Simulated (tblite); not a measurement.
Compound: C6H11PS.
Cartesian coordinates in Å at the GFN2-xTB level; atoms count from 1:
```xyz
19
C6H11PS angstrom
C     -1.875   -1.131    0.064
C     -1.440    0.288    0.394
C     -0.166    0.663   -0.351
C      0.321    2.066   -0.011
P      1.173   -0.523    0.163
S      1.531   -0.772    2.053
C      1.593   -1.685   -1.159
C      2.420   -0.635   -1.145
H     -2.068   -1.243   -1.002
H     -1.086   -1.832    0.350
H     -2.777   -1.396    0.610
H     -2.231    0.997    0.137
H     -1.253    0.368    1.469
H     -0.298    0.549   -1.432
H      0.531    2.138    1.056
H      1.237    2.296   -0.556
H     -0.434    2.807   -0.268
H      1.486   -2.635   -1.644
H      3.327   -0.313   -1.618
```

Method: GFN2-xTB as coded in tblite; computed harmonic values from a numerical Hessian at the method's own geometry, unscaled. The method is semi-empirical: single wavenumbers can be off by several per cent or more. One conformer, not necessarily the lowest.

Harmonic wavenumbers (cm⁻¹): 52.4, 97.2, 127.7, 129.8, 192.0, 206.9, 230.5, 242.6, 247.2, 293.1, 379.3, 449.4, 546.3, 633.1, 641.5, 730.7, 775.8, 817.0, 828.5, 888.9, 941.4, 974.0, 1012.8, 1018.3, 1039.0, 1070.9, 1114.1, 1160.8, 1205.7, 1253.5, 1262.6, 1339.4, 1406.0, 1410.9, 1473.3, 1483.6, 1484.8, 1487.2, 1493.9, 1576.9, 2916.3, 2958.5, 2969.3, 2976.8, 3010.7, 3014.3, 3021.7, 3022.6, 3044.1, 3099.5, 3114.5.

A = 1626, B = 1192, C = 1109 MHz; mass 146.032 u (most abundant isotopes); point group C1, symmetry number 1.

Task: What is the zero-point energy?

Result: Half the sum of the wavenumbers: 33434 cm⁻¹ = 399.95 kJ/mol.

Task: Entropy at 298.15 K, 1 bar (ideal gas, RRHO, classical rotation)?

Result: Translation 171.01, rotation 122.98, vibration 127.17: S = 421.2 J/(mol K).

Task: And Cp and H(298.15 K) − H(0)?

Result: Cp = 165.75 J/(mol K), of which vibrations give 132.49 (their classical limit is 51 R = 424.0); H(298.15 K) − H(0) = 30.39 kJ/mol without the zero-point energy, 20.47 from vibrations.

Task: How do the functions run with temperature in this model?

Result: 
```csv
T (K),S (J/(mol K)),Cp (J/(mol K)),H − H(0) (kJ/mol),G − H(0) (kJ/mol),ln q(vib)
100,291.8,83.9,5.49,-23.68,1.50
200,363.5,126.0,16.08,-56.62,4.29
300,422.2,166.5,30.69,-95.97,7.09
500,525.2,239.7,71.66,-190.96,12.51
800,654.8,311.1,155.21,-368.64,20.11
1000,727.8,342.7,220.76,-507.06,24.79
```

q(vib) and H(0) count from the zero-point level.

Task: Which modes carry the vibrational entropy at 298.15 K?

Result: 52.4 cm⁻¹: 19.77; 97.2 cm⁻¹: 14.68; 127.7 cm⁻¹: 12.47; 129.8 cm⁻¹: 12.34; 192.0 cm⁻¹: 9.24; 206.9 cm⁻¹: 8.66 J/(mol K); the other 45 give 50.00 together.

Task: What must be added to the electronic energy to get the Gibbs energy at 298.15 K and 1 bar?

Result: ZPE + [H(298.15 K) − H(0)] − T·S = 399.95 + 30.39 − 125.57 = 304.77 kJ/mol.

Hindered rotation and anharmonicity are outside this model. Other conformers, if any are populated, would add a mixing term that is left out. The structure is chiral; the term R ln 2 for an equal mix with its mirror image is left out.
